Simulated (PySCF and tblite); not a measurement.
Results of a calculation; reference values are marked as such.
Stationary points of C₄H₉FGe at GFN2-xTB, in Å:

Structure A

```
 1 F     0.974   -1.309   -1.674
 2 C     0.238   -1.182   -0.503
 3 C    -0.981   -0.292   -0.822
 4 C    -1.186    0.817    0.208
 5 Ge    0.663    1.302    0.704
 6 C     1.159   -0.604    0.572
 7 H    -0.067   -2.206   -0.254
 8 H    -0.778    0.163   -1.794
 9 H    -1.878   -0.904   -0.926
10 H    -1.803    1.611   -0.206
11 H    -1.699    0.428    1.089
12 H     0.855    1.899    2.070
13 H     1.352    2.188   -0.293
14 H     2.191   -0.816    0.304
15 H     0.961   -1.094    1.525
```

Structure B

```
 1 F     0.843   -0.304   -1.732
 2 C     0.300   -1.026   -0.674
 3 C    -1.124   -0.527   -0.458
 4 C    -1.072    0.968   -0.128
 5 Ge    0.655    1.188    0.825
 6 C     1.146   -0.711    0.546
 7 H     0.332   -2.080   -0.975
 8 H    -1.726   -0.714   -1.348
 9 H    -1.551   -1.092    0.372
10 H    -1.064    1.550   -1.048
11 H    -1.945    1.272    0.447
12 H     0.553    1.577    2.276
13 H     1.604    2.144    0.167
14 H     2.196   -0.889    0.331
15 H     0.851   -1.349    1.377
```

Structure C

```
 1 F     0.471   -2.242   -1.121
 2 C     0.104   -1.236   -0.246
 3 C    -0.861   -0.276   -0.937
 4 C    -1.192    0.852    0.036
 5 Ge    0.552    1.211    0.916
 6 C     1.332   -0.474    0.232
 7 H    -0.398   -1.738    0.591
 8 H    -0.360    0.123   -1.822
 9 H    -1.754   -0.809   -1.266
10 H    -1.628    1.702   -0.483
11 H    -1.920    0.509    0.773
12 H     0.487    1.296    2.416
13 H     1.276    2.438    0.436
14 H     1.977   -0.282   -0.626
15 H     1.902   -1.056    0.953
```

The path came from a restrained scan, a climbing-image band and a saddle search at GFN2-xTB; energies are PBE0/pcSseg-1 + D3(BJ), IEF-PCM chloroform//GFN2-xTB, thermal terms GFN2-xTB.

Question: Which structure is a saddle point, and along which motion?

Answer: A: one imaginary mode (71i cm⁻¹ at GFN2-xTB, mostly on F1, C6, C3), along the inversion of the 5-membered ring (2–3–4–5–6).

Question: Give their symmetry and energies above the lowest.

Answer: A C1, 5.1 kcal/mol; B C1, 0.0 kcal/mol; C C1, 0.5 kcal/mol.

Spin–orbit effects of heavy atoms on shieldings are missing.
